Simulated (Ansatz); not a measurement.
C2H3FZn: structure from calculated spectroscopic constants

These gas-phase data were calculated for one isomer of C2H3FZn at B3LYP-D3(BJ)/def2-SVP (harmonic, unscaled wavenumbers; equilibrium rotational constants with average atomic masses):

* rotational constants: 53.87, 1.624, 1.576 GHz
* all wavenumbers above 1500 cm⁻¹: 3163, 3129, 1862, 1679

Candidates:

(1) `C=[CH][Zn][F]`, a singlet
(2) `F/C=[CH]\[ZnH]`, a singlet
(3) `F/C=[CH]/[ZnH]`, a singlet

Question: Which structure fits? Where the bands don't settle it, estimate the moments of inertia from typical bond lengths.

Answer: Candidate (3). 2 modes lie between 2750 and 3290 cm⁻¹, one for each C–H bond, while (1) has 3. The rotational constants decide the rest: (2) would give 13.83, 2.589, 2.181 GHz.

The same quantities for all candidates:

```
     rotational constants (GHz)  wavenumbers above 1500 cm⁻¹  E above the lowest, B3LYP-D3(BJ)/def2-SVP (kcal/mol)
(1)          42.9, 2.376, 2.251       3187, 3124, 3100, 1655                                                   0.0
(2)         13.83, 2.589, 2.181       3177, 3151, 1860, 1676                                                  25.6
(3)         53.87, 1.624, 1.576       3163, 3129, 1862, 1679                                                  27.0
```

Programs: Ansatz 0.2.0.
